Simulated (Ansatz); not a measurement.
C2H6BFOSi can be A, `C[Si]1(F)CBO1`, or B, `BO[SiH](F)C=C`.

Computed with Ansatz on PBE0-D4/def2-TZVP structures; ΔE is electronic, products minus reactants. CBS: MP2 limit from def2 TZ/QZ plus the TZ coupled-cluster correction, frozen cores. Functionals use def2-TZVPP. One conformer a species, not always the lowest.

Q: Which is lower in electronic energy at CCSD(T)/CBS, and by how much? (Estimate.)

A: Computed: A, by 26.0 kcal/mol.

Q: Give E(B) − E(A) in kcal/mol with r2SCAN-D4, HF/def2-TZVPP, PBE0-D4, MP2/def2-TZVPP, B2PLYP, ωB97M-V, PBE-D4. (An estimate is asked.)

A: The calculation gave: r2SCAN-D4 30.5, HF/def2-TZVPP 16.3, PBE0-D4 31.7, MP2/def2-TZVPP 28.5, B2PLYP 24.3, ωB97M-V 28.7, PBE-D4 30.7. None reverses the order clearly.

Largest T1 diagnostic: 0.013.

From PBE to PBE0 (25 % exact exchange), in def2-TZVPP and without D4, E(B) − E(A) moves by +1.1 kcal/mol. In def2-TZVPP, CCSD(T) changes the Hartree–Fock value by +9.3 kcal/mol (the triples alone add +0.6 kcal/mol) and MP2 by +12.2 kcal/mol.
